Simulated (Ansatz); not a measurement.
Species: C3H9AlO, charge 0, multiplicity 1. 
Coordinates optimised at B3LYP-D3(BJ)/def2-TZVP (Ansatz, a first-principles code):
```xyz
14

C      2.3275     0.3979    -0.3803
O      1.1742    -0.3989    -0.3010
Al    -0.4584    -0.1153     0.0716
C     -1.0527     1.6994     0.4994
C     -1.6374    -1.6671     0.0277
H      2.7477     0.3526    -1.3898
H      3.0871     0.0311     0.3168
H      2.1293     1.4504    -0.1432
H     -1.7807     1.7006     1.3153
H     -0.2311     2.3613     0.7818
H     -1.5515     2.1548    -0.3626
H     -2.5185    -1.4825    -0.5938
H     -2.0102    -1.9050     1.0290
H     -1.1309    -2.5540    -0.3570
```

Property: atomisation energy (electronic, to ground-state atoms), in eV. Cores are frozen in the correlated levels unless marked. Open shells are spin-unrestricted. Spin-orbit coupling is left out. Non-relativistic unless marked X2C. The coupled-cluster limit lacks core correlation, which all-electron functionals hold. Basis-set limits of correlation are two-point, X^-3; Hartree-Fock from the larger set.

```tsv
level	program	atomisation energy (eV)	minus last row
HF/STO-3G	Ansatz	52.74	-1.78
r2SCAN-D3(BJ)/def2-TZVPD	Ansatz + dftd3	54.57	0.05
BHLYP-D3(BJ)/def2-TZVPD	Ansatz + dftd3	53.21	-1.31
wB97X/def2-TZVPD	Ansatz	54.40	-0.12
B2GP-PLYP-D4/def2-TZVPD	Ansatz + dftd4	53.76	-0.76
PBE-QIDH/def2-TZVPD	Ansatz	53.90	-0.62
RPA@PBE/cc-pV(Q+d)Z	Ansatz	51.74	-2.78
MP2/cc-pV(D+d)Z	Ansatz	50.96	-3.56
RI-MP2/cc-pV(T+d)Z	Ansatz	53.83	-0.69
SCS-MP2/cc-pV(T+d)Z	Ansatz	53.72	-0.80
CCSD/aug-cc-pV(T+d)Z	Ansatz	52.89	-1.63
CCSD/CBS(cc-pV(T+d)Z,cc-pV(Q+d)Z)	Ansatz	53.81	-0.71
CCSD(T)/cc-pV(Q+d)Z	Ansatz	54.03	-0.49
X2C-CCSD(T)/cc-pVTZ-DK	Ansatz	53.12	-1.40
CCSD(T)/CBS(cc-pV(T+d)Z,cc-pV(Q+d)Z)	Ansatz	54.52	0.00
```
